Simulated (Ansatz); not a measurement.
Species: SnCl₂, charge 0, triplet. SnCl2 (SMILES [Sn]([Cl])[Cl], triplet).
B3LYP-D3(BJ)/def2-TZVP minimum from Ansatz (a first-principles code):
```xyz
3

Sn    -0.0188     0.0059     0.4882
Cl     1.3430     1.5678    -0.6865
Cl    -1.2878    -1.5852    -0.7495
```
Charge 0, spin multiplicity 3.

Total energies in hartree (Ansatz). Radicals and triplets start from unrestricted determinants; spin-orbit coupling is neglected. Correlated methods leave the cores frozen (noble-gas shells, and filled d and f shells in the p block). Past Kr the def2 sets carry scalar-relativistic core potentials. Spin-orbit terms, left out, reach several kcal/mol for Br and I, and more for heavier atoms. The spin of Cl2Sn ([Cl][Sn][Cl], triplet) was assumed, and the state is the lowest solution found for it.

| species | HF/def2-TZVPP | CCSD(T)/def2-TZVPP | HF/def2-QZVPP | CCSD(T)/def2-QZVPP | CCSD(T)/def2-SVP | CCSDT(Q)/def2-SVP |
|---|---|---|---|---|---|---|
| 1: SnCl2 (SMILES [Cl][Sn][Cl], triplet) | -1132.41809 | -1132.91067 | -1132.44602 | -1132.98499 | -1132.43778 | -1132.43970 |
| 2: Sn (triplet) | -213.33992 | -213.39742 | -213.34066 | -213.40091 | -213.38486 | -213.38510 |
| 3: Cl (doublet) | -459.47685 | -459.66464 | -459.48954 | -459.69535 | -459.44599 | -459.44629 |

Task: Work out the atomisation energy (electronic, to ground-state atoms) in kcal/mol: take Hartree-Fock from def2-QZVPP, extrapolate the CCSD(T) correlation energy as X^-3 (X = 3, 4), and add CCSDT(Q) - CCSD(T) in def2-SVP. 1 hartree = 627.51 kcal/mol.

Result: 
Species 1: correlation (64·(-0.53897) - 27·(-0.49258))/37 = -0.57282; step -0.00192; E1 = -1132.44602 + (-0.57282) + (-0.00192) = -1133.02076
Species 2: correlation (64·(-0.06025) - 27·(-0.05750))/37 = -0.06226; step -0.00024; E2 = -213.34066 + (-0.06226) + (-0.00024) = -213.40316
Species 3: correlation (64·(-0.20581) - 27·(-0.18779))/37 = -0.21896; step -0.00030; E3 = -459.48954 + (-0.21896) + (-0.00030) = -459.70880
-1·E1 +1·E2 +2·E3 = 0.20000 hartree = 125.5 kcal/mol.
